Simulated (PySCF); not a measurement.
```xyz
3
charge 0 multiplicity 1, angstrom
Ca    0.0304    0.0000    0.0000
H    -0.6036   -1.9257    0.0000
H    -0.6036    1.9257    0.0000
```

All numbers come from PBE0/[Ca def2-TZVP, H def2-TZVP], no relativity, density fitting, PySCF.

This geometry of CaH₂ is a stationary point at this level.

Task: What is the point group?

Result: C2v.

Task: Is it a minimum?

Result: Yes: all harmonic wavenumbers are real.

Task: List the harmonic modes with their infrared intensities.

Result: 
```tsv
symmetry	ω (cm⁻¹)	IR (km/mol)
a1	237	651
b2	1254	886
a1	1329	36.0
```

Task: What is the atomisation energy, with and without zero-point energy?

Result: 422 kJ/mol without, 405 kJ/mol with.

In C2v the vibrations span 2a1 + b2. Here b1 is antisymmetric to the molecular plane and b2 lies in it.

This need not be the most stable arrangement of these atoms.
